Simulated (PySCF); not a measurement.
Precursor series Hf OH-NH2. Isolated molecules, 0 K electronic values unless said otherwise. One relaxed conformer stands for each flexible species; it need not be the lowest.

The HOMO from two functionals at the same geometries (BP86-D3(BJ)/def2-SVP), both in PySCF: PBE-D3(BJ)/def2-TZVP and TPSSh-D3(BJ)/def2-TZVP. 

```csv
species,TPSSh-D3(BJ)/def2-TZVP (eV)
0 of 4 OH replaced by NH2 ([Hf(OH)4]),-7.46
3 of 4 OH replaced by NH2 ([Hf(OH)(NH2)3]),-5.87
4 of 4 OH replaced by NH2,-5.88
```

Problem. What does PBE-D3(BJ)/def2-TZVP give for each?

Solution. 
- 0 of 4 OH replaced by NH2 ([Hf(OH)4]): -6.71
- 3 of 4 OH replaced by NH2 ([Hf(OH)(NH2)3]): -5.26
- 4 of 4 OH replaced by NH2: -5.27
Over these rows, drawn at random from the members with no instability flagged (it was tested for open shells, ions and some series alone), PBE minus TPSSh-D3(BJ): mean +0.66 eV, from +0.60 eV to +0.75 eV.
